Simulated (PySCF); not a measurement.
Species: C8H9F3.
Geometry (GFN2-xTB, Å), atoms numbered from 1 in this order:
```
atom  x, y, z in Å
C1    -0.3146   -1.7628    1.4472
C2    -0.1107   -0.9898    0.3786
C3     1.0250   -1.2390   -0.5224
C4     1.8497   -0.3199   -1.0134
C5     1.8196    1.1452   -0.7359
C6    -1.0367    0.0974    0.0202
C7    -1.3386    0.4337   -1.2301
C8    -1.7041    0.8264    1.1599
F9    -2.1946    2.0213    0.7932
F10   -0.8663    1.0666    2.1820
F11   -2.7451    0.1455    1.6772
H12   -1.1409   -1.6278    2.1220
H13    0.3591   -2.5710    1.6741
H14    1.2024   -2.2821   -0.7490
H15    2.6498   -0.6420   -1.6678
H16    1.4210    1.6863   -1.5951
H17    2.8324    1.5044   -0.5611
H18    1.2112    1.3798    0.1329
H19   -2.0369    1.2206   -1.4565
H20   -0.8869   -0.0820   -2.0589
```

The calculation used PBE0/pcSseg-1 in PySCF (dipole) on a GFN2-xTB geometry, gas phase.

Take the most abundant isotopes and a rigid rotor. The values belong to one conformer with, in the numbering `[CH2:1]=[C:2](/[CH:3]=[CH:4]\[CH3:5])[C:6](=[CH2:7])[C:8]([F:9])([F:10])[F:11]`, C1–C2–C3–C4 -135°, C1–C2–C6–C7 -144°.

Task: Give the principal moments of inertia and the rotational constants in MHz.

Result: Ia = 292.95, Ib = 612.27, Ic = 705.42 u·Å²; 505379 MHz·u·Å²/I gives A = 1725, B = 825.4, C = 716.4 MHz.

Task: What kind of rotor is it?

Result: An asymmetric top: κ = (2 × 825.4 − 1725 − 716.4)/(1725 − 716.4) = -0.78.

Task: What does the inertial defect say?

Result: Not planar: Δ = Ic − Ia − Ib = -199.79 u·Å². For a rigid frame Δ = −2 Σ m c², so Σ m c² = 99.90 u·Å² lies off the ab plane: 13.32 from hydrogen and 86.58 from heavier atoms. The atom farthest from that plane is 2.12 Å away.

Task: Give the other two planar moments, Paa and Pbb, and the rms extents of the mass along the axes.

Result: Paa = Σ m a² = (Ib + Ic − Ia)/2 = 512.37 and Pbb = Σ m b² = (Ia + Ic − Ib)/2 = 193.05 u·Å². With the mass M = 162.07 u, the rms extents √(P/M) along a, b and c are 1.78, 1.09, 0.79 Å.

Task: Which lines would a microwave search look for?

Result: The dipole components are |μa| = 2.37 D, |μb| = 0.36 D, |μc| = 0.91 D. Intensities carry the squares of the components, which stand as 1.00 : 0.02 : 0.15 (a : b : c). Some lines, for components of 0.1 D or more:

```
type  branch         J(Ka,Kc)   MHz  lower level (cm⁻¹)
   a       Q  2(1,1) ← 2(1,2)   327               0.181
   a       Q  3(1,2) ← 3(1,3)   653               0.329
   c       Q  3(1,3) ← 3(0,3)   668               0.307
   c       Q  1(1,1) ← 1(0,1)   900               0.051
   a       R  1(0,1) ← 0(0,0)  1542               0.000
   c       R  1(1,0) ← 0(0,0)  2551               0.000
   b       Q  3(2,1) ← 3(1,2)  2588               0.351
   b       Q  2(2,1) ← 2(1,2)  3026               0.181
   a       R  2(0,2) ← 1(0,1)  3074               0.051
   a       R  2(1,1) ← 1(1,0)  3193               0.085
   c       R  2(1,1) ← 1(0,1)  4201               0.051
   a       R  3(1,3) ← 2(1,2)  4456               0.181
   a       R  3(0,3) ← 2(0,2)  4589               0.154
   a       R  3(2,2) ← 2(2,1)  4626               0.282
   b       Q  3(3,1) ← 3(2,2)  4777               0.436
   c       R  2(2,0) ← 1(1,0)  5901               0.085
   b       R  2(2,0) ← 1(1,1)  6010               0.081
   c       R  3(2,1) ← 2(1,1)  7371               0.192
   b       R  3(2,1) ← 2(1,2)  7698               0.181
   b       R  3(3,1) ← 2(2,0)  9393               0.282
   c       R  3(3,0) ← 2(2,0)  9394               0.282
   b       R  3(3,0) ← 2(2,1)  9403               0.282
```

Task: Estimate the classical rotational partition function at 10 K, 25 K and 200 K.

Result: Point group C1, symmetry number σ = 1; q = (√π/σ)·√((kT/h)³/(ABC)), k/h = 20836.6 MHz/K: 5280 at 10 K, 20900 at 25 K, 472000 at 200 K.

GFN2-xTB frequencies: not computed here. Constants of a rigid frame at the computed geometry: no zero-point averaging, no centrifugal distortion. A rigid rotor knows nothing of internal rotation, which can split or shift real lines.
